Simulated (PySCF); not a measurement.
# Structure from NMR data

Molecular formula: C6H17NSi. Simulated spectra:

1H NMR (600 MHz, computed): δ 4.42 (s, 2H), 2.61 (s, 6H), 1.06 (s, 9H).

13C{1H} NMR (computed): δ 42.0 (CH3, 2C), 29.3 (CH3, 3C), 20.2 (C).

- GFN2-xTB geometry
- shieldings: GIAO PBE0/pcSseg-1
- run in PySCF 2.14
- non-relativistic Hamiltonian, gas phase, single conformer, fast rotation and ring inversion assumed for equivalent nuclei

Shifts are taken against calculated references (same method and geometry level): 1H (σ = 31.72 ppm), 13C (σ = 186.93 ppm) vs TMS.

Propose a structure and justify it.

Answers


The formula gives 0 degrees of unsaturation. 3 carbon signals for 6 carbons: some carbons are equivalent by symmetry or fast rotation. Carbon types of the structure: 1 × C, 5 × CH3, leaving 2 H on heteroatoms. δC 42.0: methyl carbon bonded to N; deshielded by the electronegative neighbour. δC 29.3: methyl carbon; saturated and bonded to C and H only. δC 20.2: fully substituted sp3 carbon bonded to Si. δH 4.42: hydrogen on a silicon bonded to C, N. δH 2.61: hydrogen on a methyl carbon bonded to N; its carbon carries N, an electronegative neighbour. δH 1.06: hydrogen on a methyl carbon.

Structure: `InChI=1S/C6H17NSi/c1-6(2,3)8-7(4)5/h8H2,1-5H3`.

This is the structure that produced the data.

Shifts are as computed. Against solution values, carbons near 30 ppm lie about +3 ppm off and those near 130 ppm about +5 ppm. Of 1211 compounds with measured shifts, 218 miss one by over three times the rms of a fit or turn the order of signals round; such compounds aren't used in these exercises. No couplings were computed; multiplicities are counted from neighbouring protons, with m where these are inequivalent, close in shift, in a saturated or five-membered ring or joined by F or P, and br s for small geminal =CH2 splittings.
